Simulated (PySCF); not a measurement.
Predicted microwave data (PBE0-D3(BJ)/def2-SVP geometry optimisation, gas phase (PySCF)) for one isomer of [C7H6ClO2]-:

| Item | Value |
| --- | --- |
| Rotational constants | A = 2490, B = 364.7, C = 318.1 MHz |
| Dipole components (about the centre of mass) | \|μa\| = 3.43 D, \|μb\| = 1.63 D, \|μc\| = 0.00 D |
| Inertial defect | 0.00 u·Å² |
| κ | -0.96 |

Task: Which structure is it? (One computed conformer of each.)
A. `[O:1]=[CH:2]/[CH:3]=[CH:4]/[CH:5]=[CH:6]/[C:7]([Cl:8])=[CH:9]\[O-:10]` (charge -1) with O1–C2–C3–C4 180°, C3–C4–C5–C6 180°, C5–C6–C7–Cl8 0°
B. `[O:1]=[CH:2]\[CH:3]=[CH:4]/[CH:5]=[CH:6]\[CH:7]=[C:8](/[O-:9])[Cl:10]` (charge -1) with O1–C2–C3–C4 180°, C3–C4–C5–C6 180°, C5–C6–C7–C8 180°

Result: A. It is O=C/C=C/C=C/C(Cl)=C\[O-], a near-prolate asymmetric top, point group Cs. The candidates at the same level (rigid rotor, commonest isotopes):

```
                  SMILES  A (MHz)  B (MHz)  C (MHz)  μa (D)  μb (D)  μc (D)  Δ (u·Å²)  point group                        rotor
O=C/C=C/C=C/C(Cl)=C\[O-]     2490    364.7    318.1    3.43    1.63    0.00      0.00           Cs  near-prolate asymmetric top
O=C\C=C/C=C\C=C(/[O-])Cl     4169    307.6    286.5    1.85    0.46    0.00      0.00           Cs  near-prolate asymmetric top
```

`O=C\C=C/C=C\C=C(/[O-])Cl` has A 67 % too high. In the right answer the mirror of this Cs structure is the ab plane, so μc vanishes by symmetry. No structure here is proved a minimum.
